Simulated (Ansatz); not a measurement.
Relaxation of C$_{2}$H$_{5}$BSi (9 atoms, charge 0, multiplicity 1), to a largest force component of 0.02 eV/Å in at most 40 steps.

Level of theory: RKS PBE0-D4/def2-SVP (Ansatz 0.2.0).

```xyz
9
Properties=species:S:1:pos:R:3
Si -0.343 1.444 -0.679
B 0.079 -0.271 0.127
C 0.556 -1.681 0.081
C 0.151 -1.211 1.281
H 0.481 1.784 -1.851
H -0.191 2.592 0.232
H -1.738 1.501 -1.151
H 0.945 -2.592 -0.327
H 0.061 -1.567 2.287
```

Task: Where does it end, and by what steps?

Result: It converged. After 5 steps the energy has fallen by 0.075 eV; H7 moved furthest, 0.05 Å.

| step | energy less start (eV) | largest force component (eV/Å) | accepted |
| --- | --- | --- | --- |
| 0 | 0.0000 | 1.063 | yes |
| 1 | -0.0678 | 0.359 | yes |
| 2 | -0.0736 | 0.070 | yes |
| 3 | -0.0741 | 0.205 | yes |
| 4 | -0.0746 | 0.037 | yes |
| 5 | -0.0746 | 0.001 | yes |

```xyz
9
Properties=species:S:1:pos:R:3
Si -0.341 1.480 -0.691
B 0.091 -0.278 0.137
C 0.555 -1.684 0.085
C 0.151 -1.218 1.282
H 0.512 1.770 -1.886
H -0.187 2.614 0.273
H -1.769 1.460 -1.146
H 0.948 -2.596 -0.370
H 0.041 -1.549 2.316
```

Whether the end is a true minimum wasn't checked by a vibrational analysis.

Run time: 26 s on 1 thread of Intel(R) Xeon(R) Platinum 8259CL CPU @ 2.50GHz (Skylake/Cascade Lake), on a shared host, peak memory 0.16 GiB.
